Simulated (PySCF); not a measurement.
Stepwise substitution at one centre (Ga OH-SH). Isolated molecules, 0 K electronic values unless said otherwise. One relaxed conformer stands for each flexible species; it need not be the lowest. Strings in code marks are SMILES.

Level of theory: PySCF 2.14.0 with PBE-D3(BJ)/def2-TZVP // B3LYP-D3(BJ)/def2-TZVP. All candidates: neutral, multiplicity 1. Excitations are Tamm–Dancoff values on a coarser integration grid. The basis has no diffuse functions, so Rydberg states are missing or too high.

The HOMO is -7.17 eV, the T1 excitation (TDA) comes out as 5.02 eV and the LUMO comes out as -1.97 eV.

Question: Which member has these values?
A) `[SH][Ga]([SH])[SH]`
B) `[OH][Ga]([OH])[OH]`
C) `[OH][Ga]([OH])[SH]`
D) `[OH][Ga]([SH])[SH]`

Answer: B, `[OH][Ga]([OH])[OH]`. The others give `[OH][Ga]([SH])[SH]`: -6.44 eV, 4.42 eV, -1.85 eV; `[OH][Ga]([OH])[SH]`: -6.58 eV, 4.55 eV, -1.85 eV; `[SH][Ga]([SH])[SH]`: -6.44 eV, 4.31 eV, -1.98 eV
